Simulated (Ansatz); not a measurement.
Total energies of C2H9BSSi, SMILES `CB[SiH](C)S`.

Cartesian coordinates in Å:
```
C -1.983 -0.323 -0.377
B -0.580 -0.772 -0.957
Si 1.127 0.094 -0.539
C 1.436 1.388 0.773
S 0.585 -1.863 0.443
H -2.475 0.330 -1.106
H -1.924 0.240 0.560
H -2.652 -1.173 -0.212
H -0.514 -1.474 -1.930
H 2.371 -0.189 -1.303
H 0.559 1.512 1.411
H 2.298 1.141 1.395
H 1.634 2.350 0.290
H 0.119 -1.261 1.552
```

Total charge 0; spin multiplicity 1. The geometry is a stationary point of PBE0-D4/def2-TZVP. It is one conformer, not always the lowest. Basis def2-TZVPP, the Gaussian-basis code of Ansatz.

RPA on PBE orbitals: Hartree–Fock energy of these orbitals -792.13298 Eh, correlation -1.36758 Eh (frozen core).

```tsv
functional	kind	energy without D4 (Eh)	D4 term (kJ/mol)
LDA (SPW92)	LDA	-790.64153	–
PBE	GGA	-793.76039	-33.4
revPBE	GGA	-794.07981	-96.0
BLYP	GGA	-794.16143	-72.4
r2SCAN0	meta-GGA hybrid, 25 %	-794.10881	-9.9
HSE06 (plane-wave form)	screened hybrid	-793.82583	-26.7
BHLYP	global hybrid, 50 %	-794.16985	-42.4
LC-ωPBE	long-range corrected hybrid	-793.97108	–
B2PLYP	double hybrid	-793.88371	–
PBE-QIDH	double hybrid	-793.66135	–
```

(1) Give the same for r2SCAN, B97M-V, PBE0, B3LYP, r2SCANh, CAM-B3LYP, ωB97X-V, ωB97M-V. (Estimate.)

B3LYP takes the VWN-RPA correlation (the form of Gaussian; ORCA's B3LYP/G). HSE06 is the plane-wave form, built on full-range PBE exchange. The double hybrids freeze the cores in their second-order part.

## Answers

(1) The calculation gave: 
```
functional                                       kind  energy without D4 (Eh)  D4 term (kJ/mol)
    r2SCAN                                   meta-GGA              -794.12338              -8.4
    B97M-V                         meta-GGA with VV10              -794.08806                 –
      PBE0         global hybrid, 25 % exact exchange              -793.84730             -28.5
     B3LYP                        global hybrid, 20 %              -794.29328             -53.9
   r2SCANh                      meta-GGA hybrid, 10 %              -794.11711              -9.0
 CAM-B3LYP                     range-separated hybrid              -794.18619             -29.2
   ωB97X-V       range-separated hybrid GGA with VV10              -794.11045                 –
   ωB97M-V  range-separated hybrid meta-GGA with VV10              -794.12795                 –
```

LC-ωPBE has ω = 0.4 bohr⁻¹.
